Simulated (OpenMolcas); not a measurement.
# Fe3+: moving the ligands

Fe3+ with 2 ligands (hydroxide) in linear coordination (C2h) at 1.72 Å. Ligand basis ANO-RCC-VDZP.

```
Program             : OpenMolcas
Method              : CASSCF
Basis               : ANO-RCC-VDZP [5s4p2d1f]
Scalar Hamiltonian  : DKH2, point nucleus
Active space        : 5 electrons in 5 orbitals (3d)
State averaging     : 2S+1 = 6 even, 1 root; 2S+1 = 4 even, 24 roots; 2S+1 = 2 even, 75 roots
Spin-orbit coupling : RASSI with atomic mean-field integrals over the reference wave functions
```

Runs around this geometry, states. Energies in cm-1 above the lowest state or level, χT in cm3 K/mol.

| R (Å) | Ground state | First gap with spin-orbit (degeneracies) | χT at 300 K | First state of another spin |
| --- | --- | --- | --- | --- |
| 1.68 | 2S+1 = 6 | 0.6 (2, 2) | 4.385 | 2S+1 = 4: 22620 |
| 1.72 | 2S+1 = 6 | 0.5 (2, 2) | 4.385 | 2S+1 = 4: 23702 |
| 1.78 | 2S+1 = 6 | 0.4 (2, 2) | 4.385 | 2S+1 = 4: 25188 |

Without dynamic correlation the repulsion within the d shell is too large (B by tens of per cent), so at a given field states of lower spin stand too high. Ligand-to-metal charge-transfer states are missing. With no ligand orbital active B as a rule stays too high, so bands that hang on it stand too high and its fall with covalency is understated. The least metal-like active orbital is 79 % on the metal (Löwdin) and no ligand orbital is active, so the numbers are rough (holds for R = 1.68). The least metal-like active orbital is 81 % on the metal (Löwdin) and no ligand orbital is active, so the numbers are rough (holds for R = 1.72). The least metal-like active orbital is 83 % on the metal (Löwdin) and no ligand orbital is active, so the numbers are rough (holds for R = 1.78). No measured value stands beside these numbers; the geometry is a model, was not optimised and need not be the one that this ion takes.

A state without a sure symmetry label is named by its multiplicity alone.
